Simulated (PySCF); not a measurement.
## Exercise with solution: refractive index and permittivity of the vapour

BCl2I, SMILES ClB(Cl)I.

Geometry optimised at B3LYP-D3(BJ)/def2-SVP. The def2 effective core potentials stand for the cores of I; spin–orbit coupling is left out.

HF/def2-TZVPD (PySCF) gives a mean static polarisability of 72.3 bohr³ and a dipole moment of 0.01 D. Take an ideal gas at 298.15 K and 1 bar, whether or not the substance is that volatile.

Task: Work out n − 1 in the optical limit and the static ε − 1.

Result: 
Polarisability volume α' = 72.3 × 0.148185 = 10.71 Å³. Number density N = p/kT = 2.43e-5 Å⁻³.
Dilute limit of Lorentz–Lorenz: n − 1 = 2π N α' = 0.0016.
Orientation term of Debye: μ²/(3kT) = 8.098 Å³ × μ²(D²) = 0.00 Å³.
ε − 1 = 4π N (α' + μ²/3kT) = 0.0033. With no permanent dipole, ε equals n² in this model. Vibrational polarisation and dispersion are left out.
